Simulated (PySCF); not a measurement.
Correlation energy of Se⁺ (selenium, charge +1)

[Ar] 3d10 4s2 4p3, high-spin 4S determinant. Calculation: PySCF 2.14, in 6-31G* (5s4p3d, 32 functions); the non-relativistic Hamiltonian (point nucleus). Frozen: [Ar] 3d10; 5 electrons correlated.

MP2 pair energies summed by pair of shells (mhartree):

```csv
pair,energy,share (%)
4s-4p,-36.96,65.8
4p-4p,-13.21,23.5
4s-4s,-5.96,10.6
```

Total MP2 correlation energy: -56.14 mhartree.

Same-spin part -14.62 and opposite-spin part -41.52 mhartree; SCS-MP2 scales them by 1/3 and 6/5 to -54.70 mhartree.

```csv
level,correlation energy (mhartree)
CCSD,-71.08
(T),-0.70
CCSD(T),-71.78
```

Diagnostics: T1 = 0.0010, D1 = 0.0025, largest double amplitude 0.059.

Problem. Is a single reference adequate?

Solution. Yes, within this model without spin-orbit coupling: T1 lies below 0.03 and no double amplitude reaches 0.07.
